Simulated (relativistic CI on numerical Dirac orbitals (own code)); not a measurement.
**Hyperfine structure of Re³⁹⁺, mass number 187**

Computed by Dirac-Coulomb-Breit CI, separate exchange-only KLI orbitals for each configuration, model QED, unscaled Slater integrals (own radial code, finite nucleus).

Configurations in the expansion (outside the closed core [Ar] 3d10): 4s²4p⁶, 4s²4p⁵4d, 4s4p⁶4d, 4s²4p⁵4f, 4s4p⁶4f, 4p⁶4d4f, 4s²4p⁵5s, 4p⁶4d², 4p⁵4d³, 4p⁵4d²4f, 4p⁵4d²5s, 4p⁶4f², 4p⁵4d4f², 4p⁵4f³, 4p⁵4f²5s. Double excitations out of closed p, d and f shells are left out; levels of such configurations are missing from the list, as are those of other unlisted configurations, and high levels can miss mixing partners.

Nuclear spin I = 5/2, μ = 3.209 μN, Q = 1.94 b (tables of Stone and Pyykkö). The electronic factors are computed for point nuclear moments, without core polarisation or the Bohr-Weisskopf and QED corrections.

```tsv
Level	E (eV)	A (GHz)	B (GHz)
4s²4p⁵4d ³P°1	156.824	47.58	62.9
4s²4p⁵4d ³F°3	159.847	57.16	-196
4s²4p⁵4d ³D°2	161.342	56.87	-16.6
4s²4p⁵4d ³F°4	176.806	38.14	-186
4s²4p⁵4d ³D°3	185.164	33.02	84
4s²4p⁵4d ³F°2	256.622	200.2	56.6
4s²4p⁵4d ¹P°1	279.879	-121.2	12.7
4s²4p⁵4f ³D1	355.905	-241.2	-2.63
```

Levels with J = 0, under 50 % of one LS term, or S terms without an open s electron are left out. Small factors come from cancelling terms and can be off by tens of per cent or more.

At this charge energies of transitions that change n are usually good to better than 1 %, and those within a shell (Δn = 0) to a few per cent.

(1) Give the hyperfine levels of 4s²4p⁵4d ³F°2 relative to its centre of gravity.

Answers

(1) With K = F(F + 1) − I(I + 1) − J(J + 1), E = AK/2 + B[¾K(K + 1) − I(I + 1)J(J + 1)]/[2I(2I − 1)J(2J − 1)]: F = 1/2: -1362, F = 3/2: -1087, F = 5/2: -614.7, F = 7/2: 76.05, F = 9/2: 1015 GHz.

LS names give the leading component of a level, which can be under half, so a name can repeat, a term be missing and a line seem to break the LS rules.
